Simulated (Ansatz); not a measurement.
This triplet is an excited state, 1.81 eV above the relaxed singlet at the level composite: frozen-core CCSD(T) with HF/cc-pVQZ and the correlation energy extrapolated as X^-3 from cc-pVTZ and cc-pVQZ, plus CCSDT(Q) minus CCSD(T) in cc-pVDZ // PBE0-D3(BJ)/def2-TZVP (Ansatz, a program for electronic structure).

Method: PBE0-D3(BJ)/def2-TZVP (Ansatz). No frequencies were computed at this level.

Ansatz 0.2 input:
```yaml
crystal:
  periodic: [false, false, false]
  atoms:
    - { symbol: N, position_ang: [-0.611972, 0.042511, -0.097975] }
    - { symbol: Si, position_ang: [0.963871, -0.182642, 0.584496] }
    - { symbol: H, position_ang: [-1.21066, -0.752201, -0.266003] }
    - { symbol: H, position_ang: [-1.166713, 0.844777, 0.160165] }
    - { symbol: H, position_ang: [2.025473, 0.047556, -0.380684] }
basis:
  gaussian: { orbitals: def2-tzvp }
hamiltonian:
  xc: pbe0
  dispersion: d3bj
relax:
  max_steps: 150
magnetization:
  spin_polarized: true
  initial_magnetization: 2
```

Output:

```
Functional definition: PBE0
555 factors; their error is unknown
mean field evaluation 1: about -9403.7836 eV, gradient 4.0e1 eV
mean field evaluation 2: about -9387.2281 eV, gradient 6.6e1 eV
mean field evaluation 4: about -9409.9877 eV, gradient 1.7e0 eV
mean field evaluation 8: about -9410.0411 eV, gradient 5.1e-2 eV
mean field -9410.04111408 eV, -345.8126325873 hartree, gradient 8.7e-5 eV, S^2 2.003889; 0 other end points of the search recorded, 0 dependent functions left out
reference -9410.04114053 eV, -345.8126335593 hartree; 13, 11 occupied and 73, 75 virtual orbitals, 555 factors
relax step   1: F+E_penalty+E_count = -9410.09829131 eV  Δ(F+E_penalty+E_count) = +0.000e0 eV  max|allowed force component| = 7.779e-1 eV/Å  Δτ_max = 0.0000 Å  (26 SCF iters, accepted)
these checks for a lower state are left out or cut short: starts, cluster_reference, orbital_swaps, neighbouring_geometries, increment
555 factors; their error is unknown
mean field evaluation 16: about -9410.0236 eV, gradient 9.8e-1 eV
mean field -9410.06330129 eV, -345.8134479524 hartree, gradient 8.8e-6 eV, S^2 2.003852; 0 other end points of the search recorded, 0 dependent functions left out
reference -9410.06332756 eV, -345.8134489179 hartree; 13, 11 occupied and 73, 75 virtual orbitals, 555 factors
relax step   2: F+E_penalty+E_count = -9410.12033030 eV  Δ(F+E_penalty+E_count) = -2.204e-2 eV  max|allowed force component| = 3.665e-1 eV/Å  Δτ_max = 0.0440 Å  (33 SCF iters, accepted)
these checks for a lower state are left out or cut short: starts, cluster_reference, orbital_swaps, neighbouring_geometries, increment
555 factors; their error is unknown
mean field -9410.06730937 eV, -345.8135952467 hartree, gradient 8.4e-6 eV, S^2 2.003835; 0 other end points of the search recorded, 0 dependent functions left out
reference -9410.06733558 eV, -345.8135962099 hartree; 13, 11 occupied and 73, 75 virtual orbitals, 555 factors
relax step   3: F+E_penalty+E_count = -9410.12428604 eV  Δ(F+E_penalty+E_count) = -3.956e-3 eV  max|allowed force component| = 5.903e-2 eV/Å  Δτ_max = 0.0190 Å  (34 SCF iters, accepted)
these checks for a lower state are left out or cut short: starts, cluster_reference, orbital_swaps, neighbouring_geometries, increment
555 factors; their error is unknown
mean field evaluation 32: about -9410.0677 eV, gradient 1.4e-1 eV
mean field -9410.06776355 eV, -345.8136119374 hartree, gradient 8.0e-6 eV, S^2 2.003815; 0 other end points of the search recorded, 0 dependent functions left out
reference -9410.06778983 eV, -345.8136129032 hartree; 13, 11 occupied and 73, 75 virtual orbitals, 555 factors
relax step   4: F+E_penalty+E_count = -9410.12472898 eV  Δ(F+E_penalty+E_count) = -4.429e-4 eV  max|allowed force component| = 7.764e-2 eV/Å  Δτ_max = 0.0225 Å  (33 SCF iters, accepted)
these checks for a lower state are left out or cut short: starts, cluster_reference, orbital_swaps, neighbouring_geometries, increment
555 factors; their error is unknown
mean field -9410.06777051 eV, -345.8136121933 hartree, gradient 9.2e-6 eV, S^2 2.003810; 0 other end points of the search recorded, 0 dependent functions left out
reference -9410.06779679 eV, -345.8136131591 hartree; 13, 11 occupied and 73, 75 virtual orbitals, 555 factors
relax step   5: F+E_penalty+E_count = -9410.12477846 eV  Δ(F+E_penalty+E_count) = -4.948e-5 eV  max|allowed force component| = 7.210e-2 eV/Å  Δτ_max = 0.0067 Å  (33 SCF iters, accepted)
these checks for a lower state are left out or cut short: starts, cluster_reference, orbital_swaps, neighbouring_geometries, increment
555 factors; their error is unknown
mean field -9410.06791739 eV, -345.8136175909 hartree, gradient 1.1e-5 eV, S^2 2.003817; 0 other end points of the search recorded, 0 dependent functions left out
reference -9410.06794366 eV, -345.8136185565 hartree; 13, 11 occupied and 73, 75 virtual orbitals, 555 factors
relax step   6: F+E_penalty+E_count = -9410.12490560 eV  Δ(F+E_penalty+E_count) = -1.271e-4 eV  max|allowed force component| = 3.030e-3 eV/Å  Δτ_max = 0.0035 Å  (25 SCF iters, accepted)
555 factors; their error is unknown
mean field evaluation 64: about -9410.0679 eV, gradient 2.6e-4 eV
mean field -9410.06791739 eV, -345.8136175909 hartree, gradient 1.2e-5 eV, S^2 2.003817; 1 other end points of the search recorded, 0 dependent functions left out
reference -9410.06794366 eV, -345.8136185565 hartree; 13, 11 occupied and 73, 75 virtual orbitals, 555 factors
Total energy: -9410.12493187 eV, -345.8157128344 hartree
Atom 0 at    -0.633598     0.033719    -0.062161 Å, force     0.000748     0.000145    -0.000570 eV/Å
Atom 1 at     0.950343    -0.177971     0.570027 Å, force     0.000621    -0.000837     0.003030 eV/Å
Atom 2 at    -1.221803    -0.756282    -0.276076 Å, force    -0.001307    -0.001014    -0.000582 eV/Å
Atom 3 at    -1.178333     0.853679     0.154120 Å, force    -0.001243     0.001229     0.000006 eV/Å
Atom 4 at     2.083389     0.046856    -0.385911 Å, force     0.001182     0.000477    -0.001884 eV/Å
Dipole moment:    -0.357286     0.014227    -0.017140 e Å
```

Cost: very roughly 7 core-seconds.
